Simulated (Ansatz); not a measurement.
A run for Ansatz (a quantum-chemistry and plane-wave program): U-PBE0/def2-TZVPP on ZnF, 2S+1 = 2, a spin state set in the input, which need not be the lowest.

Ansatz 0.2 input:
```yaml
crystal:
  periodic: [false, false, false]
  atoms:
    - {symbol: Zn, position_ang: [0.00000000, 0.00000000, 0.00000000]}
    - {symbol: F, position_ang: [0.00000000, 0.00000000, 1.70000000]}
basis:
  gaussian:
    orbitals: def2-TZVPP
hamiltonian:
  xc: {name: PBE0}
magnetization: {spin_polarized: true, initial_magnetization: 1}
relax: {f_tol: 0.002, max_steps: 120}
```

Output:

```
WARN ansatz: RAYON_NUM_THREADS=2 ignored (pool sized by the plan → 2); use --threads N
Functional definition: PBE0
integrals: 0.03 GiB planned
740 factors; their error is unknown
mean field: 0.38 GiB planned
mean field evaluation 1: about -51124.7331 eV, gradient 3.4e1 eV
mean field evaluation 2: about -51099.5849 eV, gradient 9.6e1 eV
mean field evaluation 4: about -51128.0391 eV, gradient 8.1e0 eV
mean field evaluation 8: about -51128.1332 eV, gradient 4.9e-2 eV
mean field evaluation 16: about -51128.2268 eV, gradient 7.8e-6 eV
mean field -51128.22681088 eV, -1878.9276793431 hartree, gradient 7.8e-6 eV, S^2 0.752126; 0 other end points of the search recorded, 0 dependent functions left out
the calculation of the forces begins
reference -51128.22683609 eV, -1878.9276802693 hartree; 20, 19 occupied and 75, 76 virtual orbitals, 740 factors
relax step   1: F+E_penalty+E_count = -51128.22681088 eV  Δ(F+E_penalty+E_count) = +0.000e0 eV  max|allowed force component| = 2.148e0 eV/Å  Δτ_max = 0.0000 Å  (29 SCF iters, accepted)
these checks for a lower state are left out or cut short: starts, cluster_reference, orbital_swaps, neighbouring_geometries, increment
integrals: 0.03 GiB planned
740 factors; their error is unknown
mean field: 0.38 GiB planned
mean field -51128.28372974 eV, -1878.9297710724 hartree, gradient 5.3e-6 eV, S^2 0.752187; 0 other end points of the search recorded, 0 dependent functions left out
the calculation of the forces begins
reference -51128.28375479 eV, -1878.9297719931 hartree; 20, 19 occupied and 75, 76 virtual orbitals, 740 factors
relax step   2: F+E_penalty+E_count = -51128.28372974 eV  Δ(F+E_penalty+E_count) = -5.692e-2 eV  max|allowed force component| = 1.164e0 eV/Å  Δτ_max = 0.0173 Å  (32 SCF iters, accepted)
these checks for a lower state are left out or cut short: starts, cluster_reference, orbital_swaps, neighbouring_geometries, increment
integrals: 0.03 GiB planned
740 factors; their error is unknown
mean field: 0.38 GiB planned
mean field evaluation 32: about -51128.3118 eV, gradient 7.4e-6 eV
mean field -51128.31180121 eV, -1878.9308026800 hartree, gradient 7.4e-6 eV, S^2 0.752289; 0 other end points of the search recorded, 0 dependent functions left out
the calculation of the forces begins
reference -51128.31182605 eV, -1878.9308035930 hartree; 20, 19 occupied and 75, 76 virtual orbitals, 740 factors
relax step   3: F+E_penalty+E_count = -51128.31180121 eV  Δ(F+E_penalty+E_count) = -2.807e-2 eV  max|allowed force component| = 1.600e-1 eV/Å  Δτ_max = 0.0219 Å  (32 SCF iters, accepted)
these checks for a lower state are left out or cut short: starts, cluster_reference, orbital_swaps, neighbouring_geometries, increment
integrals: 0.03 GiB planned
740 factors; their error is unknown
mean field: 0.38 GiB planned
mean field -51128.31243904 eV, -1878.9308261199 hartree, gradient 1.5e-5 eV, S^2 0.752310; 0 other end points of the search recorded, 0 dependent functions left out
the calculation of the forces begins
reference -51128.31246385 eV, -1878.9308270314 hartree; 20, 19 occupied and 75, 76 virtual orbitals, 740 factors
relax step   4: F+E_penalty+E_count = -51128.31243904 eV  Δ(F+E_penalty+E_count) = -6.378e-4 eV  max|allowed force component| = 8.967e-3 eV/Å  Δτ_max = 0.0038 Å  (31 SCF iters, accepted)
these checks for a lower state are left out or cut short: starts, cluster_reference, orbital_swaps, neighbouring_geometries, increment
integrals: 0.03 GiB planned
740 factors; their error is unknown
mean field: 0.38 GiB planned
mean field -51128.31244110 eV, -1878.9308261955 hartree, gradient 2.9e-5 eV, S^2 0.752311; 0 other end points of the search recorded, 0 dependent functions left out
the calculation of the forces begins
reference -51128.31246590 eV, -1878.9308271070 hartree; 20, 19 occupied and 75, 76 virtual orbitals, 740 factors
relax step   5: F+E_penalty+E_count = -51128.31244110 eV  Δ(F+E_penalty+E_count) = -2.060e-6 eV  max|allowed force component| = 5.065e-4 eV/Å  Δτ_max = 0.0002 Å  (21 SCF iters, accepted)
integrals: 0.03 GiB planned
740 factors; their error is unknown
mean field: 0.38 GiB planned
mean field evaluation 64: about -51128.3124 eV, gradient 7.5e-5 eV
mean field -51128.31244110 eV, -1878.9308261955 hartree, gradient 2.9e-5 eV, S^2 0.752311; 1 other end points of the search recorded, 0 dependent functions left out
the calculation of the forces begins
reference -51128.31246590 eV, -1878.9308271070 hartree; 20, 19 occupied and 75, 76 virtual orbitals, 740 factors
Total energy: -51128.31246590 eV, -1878.9308271070 hartree
Atom 0 at     0.000000     0.000000    -0.043228 Å, force    -0.000000     0.000000    -0.000507 eV/Å
Atom 1 at    -0.000000    -0.000000     1.743228 Å, force     0.000000    -0.000000     0.000507 eV/Å
Dipole moment:    -0.000000    -0.000000    -0.635676 e Å
```

The calculation finished and met its thresholds.

Cost: about 12 core-seconds (a rough figure).
